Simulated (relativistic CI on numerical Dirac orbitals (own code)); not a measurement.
Zeeman pattern of Ba II 3891.78 Å at 1.5 T

Problem. The line 6p 2P°_1/2 – 6d 2D_3/2 of Ba II lies at 3891.78 Å (air; NIST Handbook). Calculate its Zeeman pattern at B = 1.5 T, seen across the field, in LS coupling, and compare it with the Doppler width at an assumed gas temperature of 600 K.

Working.
1. Landé factors g = 3/2 + [S(S + 1) − L(L + 1)]/[2J(J + 1)]: lower 0.6667, upper 0.8000.
2. The unit is μB B/hc = 0.46686 × 1.5 = 0.7003 cm⁻¹, or 106.1 mÅ at this wavelength. A component is shifted by g_u m_u − g_l m_l units. Seen across the field, the strengths for lower J and m are (J + 1)² − m² (π) and ¼(J + m + 1)(J + m + 2) (σ).
3. π components (Δm = 0), symmetric about zero, as shift (strength, strongest of all = 100): ±0.067 (100).
4. σ components with Δm = +1, mirrored for −1: 0.733 (25), 0.867 (75).
5. The centre of the σ group lies at ḡ = 0.833 units, 88.4 mÅ from the line centre.
6. The Doppler width is 7.16 × 10⁻⁷ λ √(T/M) = 5.8 mÅ (FWHM, M = 138), so the sum of Gaussians shows separate peaks away from the centre.

Check. A relativistic CI calculation gives g = 0.6659 and 0.7995 for the two levels. The nearest fine-structure partner lies 205 cm⁻¹ away, 293 Zeeman units, so the weak-field formulas hold; hyperfine structure, which matters at weak fields for isotopes with nuclear spin, is neglected.
